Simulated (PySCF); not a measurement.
H₂N, charge -1, singlet, geometry from GFN2-xTB, with bond 2-1 at 2.0 times its length; CAMB3LYP/def2-TZVP in PySCF.

PySCF was given this input:
```python
from pyscf import gto, scf, dft

mol = gto.Mole()
mol.atom = '''
    N    -0.001861    0.105267    0.105249
    H     1.635921   -0.777915   -0.877559
    H    -0.804005   -0.400542   -0.350586
'''
mol.basis = 'def2-tzvp'
mol.charge = -1
mol.spin = 0
mol.verbose = 4
mol.build()

mf = dft.RKS(mol)
mf.xc = 'camb3lyp'
mf.conv_tol = 1e-7
mf.kernel()
```

Predict the main parts of the log of this PySCF run.


```
PySCF version 2.14.0

[INPUT] verbose = 4
[INPUT] num. atoms = 3
[INPUT] num. electrons = 10
[INPUT] charge = -1
[INPUT] spin (= nelec alpha-beta = 2S) = 0
[INPUT] symmetry False subgroup None
[INPUT] Mole.unit = angstrom
[INPUT] Symbol           X                Y                Z      unit          X                Y                Z       unit  Magmom
[INPUT]  1 N     -0.001861000000   0.105267000000   0.105249000000 AA   -0.003516780318   0.198925799955   0.198891784884 Bohr   0.0
[INPUT]  2 H      1.635921000000  -0.777915000000  -0.877559000000 AA    3.091442651425  -1.470046298191  -1.658346168147 Bohr   0.0
[INPUT]  3 H     -0.804005000000  -0.400542000000  -0.350586000000 AA   -1.519349252781  -0.756914681386  -0.662511523107 Bohr   0.0

nuclear repulsion = 5.49046735655343
number of shells = 19
number of NR pGTOs = 62
number of NR cGTOs = 43
basis = def2-tzvp
ecp = {}

******** <class 'pyscf.dft.rks.RKS'> ********
method = RKS
initial guess = minao
damping factor = 0
level_shift factor = 0
DIIS = <class 'pyscf.scf.diis.CDIIS'>
diis_start_cycle = 1
diis_space = 8
diis_damp = 0
SCF conv_tol = 1e-07
SCF conv_tol_grad = None
SCF max_cycles = 50
direct_scf = True
direct_scf_tol = 1e-13
XC library pyscf.dft.libxc version 7.1.2
    S. Lehtola, C. Steigemann, M. J. T. Oliveira, and M. A. L. Marques,  SoftwareX 7, 1–5 (2018)
XC functionals = camb3lyp
    T. Yanai, D. P. Tew, and N. C. Handy,  Chem. Phys. Lett. 393, 51 (2004)
radial grids:
    Treutler-Ahlrichs [JCP 102, 346 (1995); DOI:10.1063/1.469408] (M4) radial grids

becke partition: Becke, JCP 88, 2547 (1988); DOI:10.1063/1.454033
pruning grids: <function nwchem_prune>
grids dens level: 3
symmetrized grids: False
atomic radii adjust function: <function treutler_atomic_radii_adjust>
small_rho_cutoff = 0
Set gradient conv threshold to 0.000316228
Initial guess from minao.
tot grids = 33520
init E= -55.3561682941512
  HOMO = -0.234422936812706  LUMO = -0.140309882164551  gap/eV = 2.56095
cycle= 1 E= -55.5597575261844  delta_E= -0.204  |g|= 0.732  |ddm|= 1.05
  HOMO = 0.239646830968798  LUMO = 0.330040459904534  gap/eV = 2.45974
cycle= 2 E= -55.3151077467965  delta_E= 0.245  |g|= 1.19  |ddm|=  2.3
  HOMO = 0.0110974001190876  LUMO = 0.188202683516607  gap/eV = 4.81928
cycle= 3 E= -55.7417486775391  delta_E= -0.427  |g|= 0.116  |ddm|= 1.56
  HOMO = -0.0153817945259824  LUMO = 0.200446997040096  gap/eV = 5.87300
cycle= 4 E= -55.7460023538057  delta_E= -0.00425  |g|= 0.0166  |ddm|= 0.131
  HOMO = -0.0182447546144324  LUMO = 0.19724015110106  gap/eV = 5.86364
cycle= 5 E= -55.746061740851  delta_E= -5.94e-05  |g|= 0.00941  |ddm|= 0.0191
  HOMO = -0.0197560353535344  LUMO = 0.196895376025306  gap/eV = 5.89539
cycle= 6 E= -55.7460882132819  delta_E= -2.65e-05  |g|= 0.00257  |ddm|= 0.00768
  HOMO = -0.0204113170469356  LUMO = 0.196627854158816  gap/eV = 5.90594
cycle= 7 E= -55.7460902868311  delta_E= -2.07e-06  |g|= 0.000142  |ddm|= 0.00316
  HOMO = -0.0203867688333261  LUMO = 0.196634876007291  gap/eV = 5.90546
cycle= 8 E= -55.7460902948094  delta_E= -7.98e-09  |g|= 2.47e-05  |ddm|= 0.000344
  HOMO = -0.0203801957657994  LUMO = 0.196639907241202  gap/eV = 5.90542
Extra cycle  E= -55.746090294922  delta_E= -1.13e-10  |g|= 3.22e-05  |ddm|= 0.000107
converged SCF energy = -55.746090294922
```
